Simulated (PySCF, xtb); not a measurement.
CH6InNO2, SMILES [In]([OH])([OH])[NH]C. Other conformers were not sampled.

Harmonic wavenumbers (cm⁻¹) from GFN2-xTB (xtb) at its own minimum, in rising order: 37, 60, 81, 116, 199, 217, 258, 318, 366, 430, 440, 658, 691, 706, 1020, 1047, 1105, 1287, 1402, 1462, 1472, 2905, 2956, 3003, 3284, 3624, 3663.

**Question.** What does B3LYP-D3(BJ)/def2-SVP (PySCF) give at its own minimum? (Estimate from the structure and the level; the computed values follow.)

**Answer.** 70, 79, 115, 128, 139, 207, 246, 274, 427, 565, 598, 605, 804, 833, 1079, 1115, 1128, 1364, 1449, 1466, 1492, 2965, 3023, 3099, 3566, 3821, 3823. Paired by order, the mean absolute difference is 75 cm⁻¹ and the zero-point energies are 46.9 and 49.3 kcal/mol.
